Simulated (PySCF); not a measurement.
**RhSCl at several levels of theory**

All levels use the PBE0 minimum (triplet; Rh–Cl 2.182 Å, Rh–S 2.019 Å; Cl–Rh–S 113.1°), basis [Rh def2-TZVP with ECP28, S def2-TZVP, Cl def2-TZVP], scalar-relativistic core potentials, density fitting, no spin–orbit coupling, PySCF. For vertical energies the ionised species is a quartet (spins chosen at PBE0 and kept) and the electron-attached one a doublet. Atomisation goes to high-spin ground-configuration atoms, without zero-point energy. Open shells are unrestricted, also as the reference of the correlated levels. A dash marks a value that was not computed or is not defined at that level.

| level | atomisation (kJ/mol) | vertical IP (eV) | vertical EA (eV) | −ε(HOMO) (eV) | dipole (D) |
| --- | --- | --- | --- | --- | --- |
| PBE0 | 628 | 9.14 | 2.56 | 7.28 | 2.71 |
| HF | ? | ? | ? | ? | ? |
| MP2 | 657 | 9.92 | 2.46 | – | – |
| PBE | ? | ? | ? | ? | ? |
| r2SCAN | 697 | 9.01 | 2.50 | 6.04 | 2.37 |
| B3LYP | 614 | 9.18 | 2.61 | 7.02 | 2.54 |
| TPSSh | 654 | 8.99 | 2.48 | 6.40 | 2.56 |

Task: Fill in the row of PBE.

Result: atomisation (kJ/mol) 743, vertical IP (eV) 9.02, vertical EA (eV) 2.43, −ε(HOMO) (eV) 5.74, dipole (D) 2.10.

Task: Fill in the row of HF.

Result: atomisation (kJ/mol) 105, vertical IP (eV) 7.58, vertical EA (eV) 2.22, −ε(HOMO) (eV) 9.93, dipole (D) 4.19.

Spin contamination in at least one species weakens the values at: HF, MP2.

Without diffuse functions attachment energies tend to come out too low.

With open d or f shells other occupations or spin states may lie lower.
